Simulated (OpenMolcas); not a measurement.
**Mo5+: moving the ligands**

Mo5+ with 5 ligands (fluoride) in trigonal bipyramidal coordination (D3h) at 1.85 Å, the axial distance 1.961 Å. Ligand basis ANO-RCC-VDZP.
```
Mo    0.0000    0.0000    0.0000
F     1.8500    0.0000    0.0000
F    -0.9250    1.6021    0.0000
F    -0.9250   -1.6021    0.0000
F     0.0000    0.0000    1.9610
F     0.0000    0.0000   -1.9610
```

```json
{
 "Program": "OpenMolcas 26.06",
 "Method": "SS-CASPT2, IPEA 0.25 Eh, imaginary shift 0.1 Eh (closed shells correlated: 4s 4p and the ligand valence shells)",
 "Basis": "ANO-RCC-VDZP [6s5p3d1f]",
 "Scalar Hamiltonian": "DKH2, point nucleus",
 "Active space": "1 electron in 5 orbitals (4d)",
 "State averaging": "2S+1 = 2 even, 5 roots",
 "Spin-orbit coupling": "RASSI with atomic mean-field integrals over the reference wave functions"
}
```

Runs around this geometry, states (labels of D3, the rotations of D3h). Energies in cm-1 above the lowest state or level, χT in cm3 K/mol.

| R (Å) | Axial / equatorial distance | Ground state | First state of that spin | First gap with spin-orbit (degeneracies) | χT at 300 K |
| --- | --- | --- | --- | --- | --- |
| 1.85 | 1.06 | 2E | 2E 14000 | 800 (2, 2) | 0.127 |
| 1.89 | 1.06 | 2E | 2E 12960 | 800 (2, 2) | 0.126 |
| 1.85 | 1.113 | 2E | 2E 15360 | 800 (2, 2) | 0.127 |

Taking the first state of the same spin as R^-n, n = -ln(12960 / 14000) / ln(1.89 / 1.85) = 3.6 between the shortest and longest distance.

Over all roots computed the reference weight is 0.71 in R = 1.85 in ratio = 1.06, 0.70 in R = 1.89 in ratio = 1.06, 0.70 in R = 1.85 in ratio = 1.113; a low but even weight reflects the number of correlated electrons. An orbital doublet at a regular site is open to a Jahn-Teller distortion, which this geometry leaves out. The least metal-like active orbital is 71 % on the metal (Löwdin) and no ligand orbital is active, so the numbers are rough. Ligand-to-metal charge-transfer states are missing. No measured value stands beside these numbers; the geometry is a model, was not optimised and need not be the one that this ion takes.
